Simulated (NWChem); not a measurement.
System: C2H5ClSi; SMILES [SiH3]/C=C\Cl

```xyz
9

Si    -0.4284     1.6620     0.0000
C      1.0777     0.5395     0.0000
C      1.0317    -0.7943     0.0000
Cl    -0.4499    -1.6881     0.0000
H     -1.2652     1.4303     1.2155
H     -1.2652     1.4303    -1.2155
H      0.0450     3.0787     0.0000
H      2.0830     0.9767     0.0000
H      1.9108    -1.4452     0.0000
```
Atoms are numbered in this order, from 1.

Results from NWChem. Coordinates come from a PBE0/def2-SVP optimisation. Vzz is the largest principal value of the second derivative of the potential at the nucleus (NWChem prints the opposite sign); η is the asymmetry. Non-relativistic.

### Question
What does the run give for B3LYP/cc-pVTZ? Quantities: Vzz Cl4 (a.u.); η Cl4.

### Answer
The vzz Cl4 (a.u.) comes out as 3.394 and the η Cl4 comes out as 0.14.
